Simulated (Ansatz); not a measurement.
This geometry of GaH4N + H2 (8 atoms, charge 0, multiplicity 1) is a first-order saddle point.

The calculation used RKS r2SCAN-D4/def2-SVP in Ansatz.

```xyz
8
Properties=species:S:1:pos:R:3
Ga -0.798 0.334 -0.430
N 1.062 -0.023 0.120
H -1.218 -0.411 -1.730
H -1.387 1.636 0.185
H 0.009 -0.768 0.822
H -0.943 -0.944 0.924
H 1.691 -0.517 -0.512
H 1.586 0.694 0.620
```

(1) Which two structures does it join? (They come from a converged band through this point; their orientation in space is the band's.)

(2) How far does it lie above each of them?

Answers

(1) Bonds broken: H5–H6. Bonds formed: Ga1–H6, N2–H5. GaH4N + H2 becomes GaH6N.

Initial state:

```xyz
8
Properties=species:S:1:pos:R:3
Ga -0.548 0.641 -0.735
N 1.181 0.353 -0.273
H -1.119 -0.262 -1.868
H -1.294 1.761 0.046
H -0.503 -1.385 1.436
H -1.180 -1.648 1.661
H 1.784 -0.337 -0.708
H 1.678 0.877 0.440
```

Final state:

```xyz
8
Properties=species:S:1:pos:R:3
Ga -1.094 0.142 -0.251
N 0.996 -0.130 0.229
H -1.043 -0.282 -1.769
H -1.212 1.680 0.079
H 1.120 -0.815 0.976
H -1.710 -0.880 0.778
H 1.522 -0.459 -0.581
H 1.422 0.745 0.539
```

(2) 76.7 kJ/mol above the first and 151.5 kJ/mol above the second. This is the barrier of this one path; another mechanism may lie lower. The orbitals stay closed-shell, which can raise the energy where a bond breaks towards radicals; this wasn't checked here.

Time of the run: 2.1 min on 2 threads of Arm Neoverse V1 (shared host), peak memory 0.15 GiB.
